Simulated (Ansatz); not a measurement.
Total energies of Ge2H10Si3, SMILES `[SiH2]1[SiH2][GeH2][GeH2][SiH2]1`.

Cartesian coordinates in Å:
```
Si 1.5702 -1.1205 -0.3516
Si 0.0127 -1.4324 1.3676
Ge -1.8963 -0.2056 0.6190
Ge -0.9806 1.5502 -0.8115
Si 1.3788 1.1663 -0.8144
H 1.1265 -1.8927 -1.5475
H 2.9515 -1.5433 0.0077
H -0.2921 -2.8617 1.6486
H 0.5326 -0.8004 2.6127
H -2.7101 0.3774 1.7876
H -2.8247 -1.1130 -0.2091
H -1.3365 2.9523 -0.2863
H -1.5519 1.4101 -2.2345
H 2.0271 1.5745 -2.0903
H 1.9928 1.9388 0.3019
```

Charge 0, multiplicity 1. Correlated methods include outer-core shells of Ge, which these sets cover unevenly. Scalar relativity is left out up to krypton. The structure was optimised at the PBE0-D4/def2-TZVP level. Basis def2-TZVPP, the Gaussian-basis code of Ansatz.

RPA on PBE orbitals: Hartree–Fock energy of these orbitals -5023.29490 Eh, correlation -1.57554 Eh (frozen core).

```json
{"functional": "LDA (SPW92)", "energy without D4 (Eh)": "-5018.67921", "D4 term (kJ/mol)": "–"}
{"functional": "PBE", "energy without D4 (Eh)": "-5027.45255", "D4 term (kJ/mol)": "-49.8"}
{"functional": "BLYP", "energy without D4 (Eh)": "-5028.61736", "D4 term (kJ/mol)": "-103.3"}
{"functional": "r2SCAN", "energy without D4 (Eh)": "-5028.45288", "D4 term (kJ/mol)": "-12.0"}
{"functional": "B97M-V", "energy without D4 (Eh)": "-5027.55916", "D4 term (kJ/mol)": "–"}
{"functional": "PBE0", "energy without D4 (Eh)": "-5027.65877", "D4 term (kJ/mol)": "-43.4"}
{"functional": "B3LYP", "energy without D4 (Eh)": "-5028.70810", "D4 term (kJ/mol)": "-81.4"}
{"functional": "r2SCANh", "energy without D4 (Eh)": "-5028.43327", "D4 term (kJ/mol)": "-13.3"}
{"functional": "HSE06 (plane-wave form)", "energy without D4 (Eh)": "-5027.63878", "D4 term (kJ/mol)": "-41.6"}
{"functional": "BHLYP", "energy without D4 (Eh)": "-5028.49950", "D4 term (kJ/mol)": "-75.8"}
{"functional": "CAM-B3LYP", "energy without D4 (Eh)": "-5028.79248", "D4 term (kJ/mol)": "-45.9"}
{"functional": "ωB97X-V", "energy without D4 (Eh)": "-5028.03644", "D4 term (kJ/mol)": "–"}
{"functional": "ωB97M-V", "energy without D4 (Eh)": "-5028.21993", "D4 term (kJ/mol)": "–"}
{"functional": "PBE-QIDH", "energy without D4 (Eh)": "-5026.74623", "D4 term (kJ/mol)": "–"}
```

Question: Give the same for revPBE, r2SCAN0, LC-ωPBE, B2PLYP. (Estimate.)

Answer: Ansatz gave: 
```csv
functional,energy without D4 (Eh),D4 term (kJ/mol)
revPBE,-5028.04571,-114.6
r2SCAN0,-5028.40616,-14.9
LC-ωPBE,-5027.73350,–
B2PLYP,-5027.43213,–
```

B3LYP takes the VWN-RPA correlation (the form of Gaussian; ORCA's B3LYP/G). HSE06 is the plane-wave form, built on full-range PBE exchange. The double hybrids freeze the cores in their second-order part.

LC-ωPBE has ω = 0.4 bohr⁻¹.
